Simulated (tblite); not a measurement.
C₅H₁₂N₂Si.
Cartesian coordinates in Å at the GFN2-xTB level; atoms count from 1:
```xyz
20
C5H12N2Si angstrom
C     -2.4950   -1.7916    0.2373
N     -1.4831   -0.7657    0.0626
Si    -1.7398    0.5342   -1.0638
N     -0.4633   -1.0050    0.9146
C      0.7019   -0.5107    0.8821
C      1.3662    0.4024   -0.0645
C      2.0404    1.6449    0.4642
C      2.8670    0.5055   -0.0315
H     -2.2343   -2.6900   -0.3293
H     -2.5492   -2.0547    1.2935
H     -3.4624   -1.4306   -0.1012
H     -1.1526    0.2554   -2.3833
H     -3.1916    0.6319   -1.1978
H     -1.1908    1.7576   -0.4854
H      1.3176   -0.8429    1.7123
H      0.8968    0.4814   -1.0363
H      1.9820    2.5456   -0.1279
H      1.9992    1.8200    1.5289
H      3.3867    0.6153   -0.9713
H      3.3994   -0.0923    0.6938
```

Computed values, GFN2-xTB/tblite, gas phase, harmonic and unscaled. Against measured fundamentals such values can be off by several per cent, at times by over 20. Modes of hydrogen on silicon can be 10 to 20 % off. One conformer, not necessarily the lowest.

Harmonic wavenumbers (cm⁻¹): 45.0, 49.4, 82.5, 144.7, 180.2, 223.9, 257.4, 271.2, 331.4, 365.3, 539.5, 556.5, 595.2, 647.4, 697.5, 788.1, 793.6, 799.0, 823.0, 829.9, 870.3, 884.8, 950.3, 1015.2, 1016.3, 1063.0, 1070.5, 1092.8, 1096.4, 1142.9, 1154.8, 1160.9, 1234.2, 1243.8, 1321.7, 1381.5, 1404.6, 1437.5, 1466.5, 1483.1, 1493.4, 1713.6, 2183.4, 2272.4, 2284.0, 2942.8, 3004.3, 3010.7, 3031.1, 3061.4, 3082.5, 3087.0, 3088.7, 3107.2.

A = 3230, B = 984.4, C = 809.2 MHz; mass 128.077 u (most abundant isotopes); point group C1, symmetry number 1.

Question: Zero-point energy?

Answer: Half the sum of the wavenumbers: 34937 cm⁻¹ = 417.94 kJ/mol.

Question: Entropy at 500 K, 1 bar (ideal gas, RRHO, classical rotation)?

Answer: Translation 180.12, rotation 128.68, vibration 218.20: S = 527.0 J/(mol K).

Question: And Cp and H(500 K) − H(0)?

Answer: Cp = 249.80 J/(mol K), of which vibrations give 216.54 (their classical limit is 54 R = 449.0); H(500 K) − H(0) = 72.07 kJ/mol without the zero-point energy, 55.44 from vibrations.

Question: Which modes carry the vibrational entropy at 500 K?

Answer: 45.0 cm⁻¹: 25.32; 49.4 cm⁻¹: 24.54; 82.5 cm⁻¹: 20.29; 144.7 cm⁻¹: 15.66; 180.2 cm⁻¹: 13.87; 223.9 cm⁻¹: 12.11 J/(mol K); the other 48 give 106.41 together.

Question: Blend soft modes into free rotors: weight 1/[1 + (100 cm⁻¹/ν̃)⁴] for the oscillator and the rest for a rotor with moment μB/(μ + B), μ = h/(8π²ν), B = 10⁻⁴⁴ kg m². What vibrational entropy results?

Answer: 198.99 J/(mol K) in place of 218.20, which changes −T·S at 500 K by +9.61 kJ/mol.

Hindered rotation and anharmonicity are outside this model. Other conformers, if any are populated, would add a mixing term that is left out. The structure is chiral; the term R ln 2 for an equal mix with its mirror image is left out.
